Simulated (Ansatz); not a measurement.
Relaxed structures of GaBH2F, doublet (PBE0-D4/def2-TZVP; forces vanish, vibrations not checked; lower isomers may exist, and structures with a doubtful reference or unclear bonds are left out; Å). Ansatz 0.2.0; basis: def2-TZVPP; cores frozen in the correlated methods; orbitals are unrestricted. Filled d shells of the heavier atoms are correlated. The def2 sets are not built for correlating such inner shells, so the correlated values are less sure here.

Rank them by CCSD(T) energy, lowest first, and give each one's height above the lowest. Links in brackets join atoms within 1.22 times the sum of their covalent radii (1.1 for two metals). (Judge from chemistry; the value comes from the calculation.)
A.
GaBH₂F ([BH][GaH][F])
```
5
angstrom
B -1.2231 -0.3624 -0.3123
Ga 0.6143 0.3165 0.1162
F 1.6518 -0.9147 0.8399
H -2.3113 -0.7515 -0.5700
H 1.2683 1.7121 -0.0738
```
B.
GaBH₂F ([BH2][Ga][F])
```
5
angstrom
B -1.2407 -0.7350 -0.6249
Ga 0.4594 -0.4319 0.3111
F 1.9563 -0.1730 1.1446
H -2.1675 -0.1262 -0.1929
H -1.1822 -1.4911 -1.5419
```
C.
GaBH₂F ([F][BH][GaH])
```
5
angstrom
B 0.6259 0.2070 0.1945
Ga -1.1122 -0.5118 -0.6263
F 1.5102 -0.5949 0.7809
H -2.6629 -0.6878 -0.4647
H 0.9603 1.3385 -0.0437
```

The calculation gives: C (0.0 kJ/mol), B (6.8 kJ/mol), A (114.2 kJ/mol). Heights count from the lowest.

The T1 diagnostic stays at or below 0.020. ⟨S²⟩ of the unrestricted Hartree–Fock references: 0.76 to 0.78 (a pure state has 0.75).

For scale, one of the runs: CCSD(T)/def2-TZVPP, 138 basis functions, launched by `ansatz run in.yaml --threads 2 --pin off --events-out ev --progress --plain --max-ram 4352MiB`. Time: 90 s of wall clock on 2 CPU threads of an Arm Neoverse V1; the host was shared. Peak host memory: 1.8 GiB.
